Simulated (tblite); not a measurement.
Compound: C5H13NO3Si.
SMILES with atom numbers: `[CH3:1][CH2:2][C:3](=[O:4])[O:5][Si@H:6]([OH:7])[N:8]([CH3:9])[CH3:10]` (hydrogens: H11, H12, H13 on C1; H14, H15 on C2; H16 on Si6; H17 on O7; H18, H19, H20 on C9; H21, H22, H23 on C10)

Geometry (GFN2-xTB, Å), atoms numbered from 1 in this order:
```xyz
23
C5H13NO3Si angstrom
C      4.0553   -0.1104    0.0263
C      2.7052    0.5898   -0.0156
C      1.5747   -0.3218    0.3988
O      1.7190   -1.4490    0.8022
O      0.3957    0.2559    0.2709
Si    -1.0451   -0.5345    0.5978
O     -0.9684   -2.1208    0.2979
N     -2.1237    0.1369   -0.5431
C     -3.4087   -0.4915   -0.7304
C     -2.1516    1.5537   -0.8215
H      4.2549   -0.4815    1.0280
H      4.8467    0.5764   -0.2623
H      4.0595   -0.9590   -0.6526
H      2.6913    1.4513    0.6568
H      2.4826    0.9589   -1.0191
H     -1.2816   -0.2906    2.0228
H     -0.1151   -2.5300    0.4593
H     -4.1528   -0.1078   -0.0232
H     -3.3032   -1.5607   -0.5808
H     -3.7673   -0.3028   -1.7445
H     -2.4500    1.7140   -1.8607
H     -1.1604    1.9694   -0.6683
H     -2.8614    2.0809   -0.1735
```

Level: GFN2-xTB in tblite, geometry and Hessian alike; calculated harmonic values, unscaled, isolated species. Errors from tens to a few hundred cm⁻¹ against measured bands are possible. Modes of hydrogen on silicon can be 10 to 20 % off. One conformer, not necessarily the lowest.

Harmonic wavenumbers (cm⁻¹): 25.4, 34.2, 49.8, 66.5, 101.7, 159.5, 170.3, 181.3, 197.8, 211.8, 242.8, 264.9, 289.7, 323.3, 382.9, 396.2, 445.5, 556.2, 643.5, 683.5, 720.9, 749.6, 751.5, 815.8, 869.8, 916.6, 935.0, 1044.9, 1051.1, 1057.2, 1058.4, 1091.0, 1111.9, 1132.0, 1199.9, 1211.2, 1216.8, 1318.1, 1324.2, 1409.1, 1411.4, 1420.8, 1440.8, 1479.1, 1485.8, 1487.3, 1495.5, 1498.2, 1505.9, 1753.2, 2249.7, 2901.3, 2903.4, 2958.1, 2962.6, 2967.9, 2980.5, 3043.4, 3049.7, 3051.1, 3056.1, 3064.5, 3554.6.

A = 2426, B = 602.3, C = 509.7 MHz; mass 163.066 u (most abundant isotopes); point group C1, symmetry number 1.

What is the zero-point energy?

Half the sum of the wavenumbers: 40066 cm⁻¹ = 479.30 kJ/mol.

Give the ideal-gas entropy at 350 K and 1 bar in the rigid-rotor, harmonic-oscillator model (classical rotation).

Translation 175.72, rotation 129.39, vibration 231.14: S = 536.2 J/(mol K).

And Cp and H(350 K) − H(0)?

Cp = 231.30 J/(mol K), of which vibrations give 198.04 (their classical limit is 63 R = 523.8); H(350 K) − H(0) = 50.26 kJ/mol without the zero-point energy, 38.62 from vibrations.

Blend soft modes into free rotors: weight 1/[1 + (100 cm⁻¹/ν̃)⁴] for the oscillator and the rest for a rotor with moment μB/(μ + B), μ = h/(8π²ν), B = 10⁻⁴⁴ kg m². What vibrational entropy results?

203.41 J/(mol K) in place of 231.14, which changes −T·S at 350 K by +9.71 kJ/mol.

What must be added to the electronic energy to get the Gibbs energy at 350 K and 1 bar?

ZPE + [H(350 K) − H(0)] − T·S = 479.30 + 50.26 − 187.69 = 341.87 kJ/mol.

How do the functions run with temperature in this model?

| T (K) | S (J/(mol K)) | Cp (J/(mol K)) | H − H(0) (kJ/mol) | G − H(0) (kJ/mol) | ln q(vib) |
| --- | --- | --- | --- | --- | --- |
| 150 | 385.7 | 136.9 | 13.42 | -44.44 | 6.33 |
| 250 | 466.8 | 184.1 | 29.48 | -87.21 | 10.61 |
| 298.15 | 501.2 | 206.9 | 38.90 | -110.52 | 12.53 |
| 400 | 568.6 | 253.8 | 62.40 | -165.05 | 16.40 |
| 600 | 686.5 | 328.4 | 121.04 | -290.85 | 23.45 |
| 900 | 834.8 | 402.0 | 231.51 | -519.80 | 32.99 |

q(vib) and H(0) count from the zero-point level.

Which modes carry the vibrational entropy at 350 K?

25.4 cm⁻¹: 27.10; 34.2 cm⁻¹: 24.63; 49.8 cm⁻¹: 21.52; 66.5 cm⁻¹: 19.12; 101.7 cm⁻¹: 15.63; 159.5 cm⁻¹: 11.97 J/(mol K); the other 57 give 111.17 together.

Hindered rotation and anharmonicity are outside this model. Other conformers, if any are populated, would add a mixing term that is left out. The structure is chiral; the term R ln 2 for an equal mix with its mirror image is left out.
